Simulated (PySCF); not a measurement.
C3H5BO2, SMILES C=CB(O)C=O.

Geometry: B3LYP-D3(BJ)/def2-SVP. The structure was generated by enumeration, and PubChem lists no compound with its InChIKey, so it may never have been made. Other conformers were not sampled.

The numbers are results of TDA-ωB97X/def2-SVPD run with PySCF, not measurements.

Vertical excitations. Isolated molecule, no solvent.

Computed excitation energies, oscillator strengths and character:
```json
[
 {"state": "S1", "energy (eV)": "3.09", "λ (nm)": "401", "f": "0.000", "main pairs": "HOMO→LUMO 85 %"},
 {"state": "S2", "energy (eV)": "5.90", "λ (nm)": "210", "f": "0.000", "main pairs": "HOMO−2→LUMO 60 %, HOMO→LUMO+1 21 %"},
 {"state": "S3", "energy (eV)": "5.96", "λ (nm)": "208", "f": "0.285", "main pairs": "HOMO−1→LUMO 96 %"},
 {"state": "S4", "energy (eV)": "6.81", "λ (nm)": "182", "f": "0.001", "main pairs": "HOMO−4→LUMO 39 %, HOMO−2→LUMO 23 %, HOMO→LUMO+1 19 %, HOMO−2→LUMO+1 6 %"},
 {"state": "S5", "energy (eV)": "7.09", "λ (nm)": "175", "f": "0.001", "main pairs": "HOMO−4→LUMO 41 %, HOMO→LUMO+1 36 %, HOMO−2→LUMO 7 %"},
 {"state": "S6", "energy (eV)": "7.44", "λ (nm)": "167", "f": "0.008", "main pairs": "HOMO→LUMO+2 71 %"},
 {"state": "S7", "energy (eV)": "7.78", "λ (nm)": "159", "f": "0.107", "main pairs": "HOMO−3→LUMO 84 %"},
 {"state": "S8", "energy (eV)": "8.09", "λ (nm)": "153", "f": "0.001", "main pairs": "HOMO−6→LUMO 70 %"},
 {"state": "S9", "energy (eV)": "8.18", "λ (nm)": "152", "f": "0.073", "main pairs": "HOMO−1→LUMO+2 72 %, HOMO−1→LUMO+4 19 %"},
 {"state": "S10", "energy (eV)": "8.36", "λ (nm)": "148", "f": "0.226", "main pairs": "HOMO−1→LUMO+1 83 %"},
 {"state": "T1", "energy (eV)": "2.44", "λ (nm)": "508", "f": "0", "main pairs": "HOMO→LUMO 83 %, HOMO→LUMO+1 15 %"},
 {"state": "T2", "energy (eV)": "3.70", "λ (nm)": "335", "f": "0", "main pairs": "HOMO−1→LUMO 65 %, HOMO−1→LUMO+1 31 %"},
 {"state": "T3", "energy (eV)": "5.42", "λ (nm)": "229", "f": "0", "main pairs": "HOMO−2→LUMO 61 %, HOMO→LUMO+1 16 %"},
 {"state": "T4", "energy (eV)": "5.43", "λ (nm)": "228", "f": "0", "main pairs": "HOMO−3→LUMO 45 %, HOMO−5→LUMO 31 %, HOMO−5→LUMO+1 14 %"}
]
```
Triplets are in the Tamm–Dancoff approximation.
